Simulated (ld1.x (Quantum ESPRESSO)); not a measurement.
## Pseudopotential generation for rhodium (Rh): PAW, PBE, scalar-relativistic.

ld1.x (Quantum ESPRESSO) 7.5 input, shortened:

```
&input
   title='Rh', zed=45., rel=1, dft='PBE', iswitch=3,
   config='[Kr] 4d6 5s0 5p0'
 /
 &inputp
   pseudotype=3, lpaw=.true., tm=.true., lloc=-1, rcloc=1.60,
   nlcc=.false.,
   which_augfun='BG', rmatch_augfun=1.15
 /
6
5S  1  0   0.00   0.00  1.50  1.85  0.0
5S  1  0   0.00   0.20  1.50  1.85  0.0
4P  2  1   6.00   0.00  1.50  1.75  0.0
5P  3  1   0.00   0.00  1.50  1.75  0.0
4D  3  2   6.00   0.00  1.10  1.56  0.0
4D  3  2   0.00   0.40  1.10  1.56  0.0
 &test
   configts(1)='4p6 4d6 5s0 5p0'
 /
```

Results:

- Configuration tests: test run stopped at test 4 of 7 (negative rho), 1 before it not solved; not counted: 4p6 4d8 5s1 5p0 (solver errors, printed error -3.1 eV)
- Lowest eigenvalue of the overlap operator: -0.63 (p channel); it is negative, so in a basis up to 400 Ry S is not positive definite and the file is unfit for use

The ghost test of this file was not conclusive. Its overlap operator is not positive definite in a basis up to 400 Ry (lowest eigenvalue s -0.02, p -0.63), so the file is unfit for use: the generalised eigenproblem breaks down once the basis is large enough, and its test numbers describe a broken file.

Generation and tests took about 3 s on one core of a shared server CPU.
